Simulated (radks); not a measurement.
Question: The mean radii <r> (bohr) of the occupied orbitals of an atom or ion are listed with their occupations. Calculated with a radial shooting solver on a logarithmic mesh with Libxc functionals: Dirac Kohn-Sham, PBE, spin-unpolarised, spherical densities, point nucleus.

| orbital | occ. | <r> |
|---|---|---|
| 1s1/2 | 2 | 0.01965 |
| 2s1/2 | 2 | 0.08251 |
| 2p1/2 | 2 | 0.06851 |
| 2p3/2 | 4 | 0.07595 |
| 3s1/2 | 2 | 0.2109 |
| 3p1/2 | 2 | 0.2003 |
| 3p3/2 | 4 | 0.2130 |
| 3d3/2 | 3.6 | 0.1859 |
| 3d5/2 | 5.4 | 0.1898 |

Name the element and its charge. Open shells, if any, are shared by 2j + 1.

Answer: Z = 70, ytterbium, charge +43: Yb43+ in [Ar] 3d9. The 1s radius gives Z: for a bare nucleus <r> = (2 gamma + 1)/(2Z) with gamma = sqrt(1 - (Z/c)^2), 0.01942 bohr for Z = 70, and screening makes it slightly larger (0.01965 here). The occupations add up to 27, and the charge is Z minus that.
